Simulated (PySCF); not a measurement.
PySCF job for C₃H₆FNSi, SMILES C(=C[SiH3])=C(N)F, PBE/pcSseg-1. Coordinates come from a PBE0-D3(BJ)/def2-SVP optimisation. The structure was generated by enumeration; whether it is a known compound was not checked. Other conformers were not sampled.

```python
import numpy as np
from pyscf import gto, scf, dft
from pyscf.prop.nmr import rks as nmr

mol = gto.M(
    atom='''
    N     2.41124827    0.31581732    0.40425423
    C     1.34756726   -0.53922929    0.18779173
    F     1.53555190   -1.72043453    0.78723037
    C     0.23760059   -0.29453598   -0.48138514
    C    -0.91140460    0.04773618   -1.01743520
    Si   -2.24293330    0.95987243   -0.05247127
    H     3.31256675   -0.08967288    0.16139681
    H     2.28808876    1.22952844   -0.01536620
    H    -1.11507812   -0.21728699   -2.06820552
    H    -1.74715103    1.24186694    1.32581466
    H    -2.58698642    2.24763959   -0.73419769
    H    -3.49165821    0.13907497    0.01647418
    ''',
    basis='pcSseg-1',
    charge=0,
    spin=0,
    max_memory=1600,
    verbose=3,
)
mf = dft.RKS(mol, xc='pbe')
mf.grids.level = 3
mf.conv_tol = 1e-10
mf.max_cycle = 100
mf.kernel()
n = nmr.NMR(mf)
n.verbose = 2
n.max_cycle_cphf = 60
sigma = n.kernel()
print('atom   isotropic/ppm   span/ppm')
for i, s in enumerate(sigma):
    w = np.linalg.eigvalsh((s + s.T) / 2)
    print(f'{mol.atom_symbol(i):2s}{i + 1:3d} {w.mean():14.3f} {w[2] - w[0]:11.3f}')
```

Output:

```
converged SCF energy = -561.447725596912
atom   isotropic/ppm   span/ppm
N   1        195.085      52.573
C   2         25.614      93.013
F   3        297.092     141.850
C   4        -47.493     187.101
C   5         71.137     167.397
Si  6        410.089      85.674
H   7         29.017      14.457
H   8         29.255      13.779
H   9         24.480       3.787
H  10         27.155       6.200
H  11         26.721       6.952
H  12         26.683       6.916
```

The calculation finished and met its thresholds.

Cost: roughly 30 core-seconds.
